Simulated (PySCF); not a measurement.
# What a mistake does to a calculation on BH3NOSi anion

All numbers below are calculated, not measured. The program is PySCF 2.14.0, an open-source quantum chemistry code, run on an isolated molecule that a program drew, which may never have been made. The molecule is BH3NOSi anion (charge -1, singlet), drawn as the SMILES string `N=B[SiH2][O-]`.

Each row is a Hartree-Fock (HF) and frozen-core CCSD(T) single point in the aug-cc-pV(D+d)Z basis, meant for a local HF minimum. Run 1 is clean. Each other run has one planted mistake out of seven kinds, and not every kind appears here: one electron removed, one electron added, multiplicity raised by two, geometry at a saddle point, minimal basis STO-3G, one bond length entered in bohr, all coordinates scaled. The reference is restricted for singlets and unrestricted otherwise, and also for a bond in bohr. Adding or removing an electron swaps singlet and doublet. Electrons count all cores. HOMO and LUMO are orbital energies over both spins, the gradient is its largest component, and the lowest frequency (negative if imaginary) is given only where the gradient is small. Bond lengths are over the 6 bonds as drawn. T1 is the CCSD diagnostic: over 0.02 (restricted) or 0.045 (unrestricted) a single reference is doubtful.

Geometry of the clean run:
```xyz
7
BH3NOSi anion, angstrom
N    -0.8479    1.2642    2.2074
B     0.2254    0.7497    1.8387
Si    1.9824   -0.1409    1.2106
O     3.2756    0.6717    1.4937
H    -1.6654    1.7116    2.5163
H     1.8634   -1.5097    1.8516
H     1.6542   -0.4491   -0.2371
```

```
run,electrons,basis functions,<S^2>,HOMO (eV),LUMO (eV),gradient (hartree/bohr),lowest frequency (cm^-1),mean bond (Å),longest bond (Å),T1,HF (hartree),CCSD(T) (hartree),mistake
1,38,128,0.000,-5.21,3.46,8.5e-06,166,1.4802,2.068,0.0185,-444.75619,-445.37695,no fault
2,38,27,0.000,1.86,16.30,9.3e-02,-,1.4802,2.068,0.0244,-439.07424,-439.30879,minimal basis STO-3G
3,38,128,0.636,-3.07,3.40,1.5e-02,-,1.7050,2.865,0.0616,-444.65759,-445.28488,one bond length entered in bohr
4,38,128,2.009,0.89,2.97,1.1e-01,-,1.4802,2.068,0.0733,-444.64075,-445.21640,multiplicity raised by two
5,38,128,0.000,-4.97,3.47,1.9e-01,-,1.3410,1.873,0.0157,-444.66214,-445.25996,?
```

**Which mistake was planted in run 5, and what did it cost?**

The mean and the longest bond both change by the same factor, 0.906, and the gradient is no longer small. So the mistake is: all coordinates scaled. Subtracting run 1 and multiplying by 627.51 kcal/mol a hartree, the energy moved by 59.0 kcal/mol in HF and 73.4 kcal/mol in CCSD(T).

Cautions from the logs. Run 2: T1 is over the limit, so its CCSD(T) energy is less reliable and the HOMO is above zero, so the electron isn't bound and the energy depends on the basis; run 3: T1 is over the limit, so its CCSD(T) energy is less reliable; run 4: T1 is over the limit, so its CCSD(T) energy is less reliable and the HOMO is above zero, so the electron isn't bound and the energy depends on the basis.
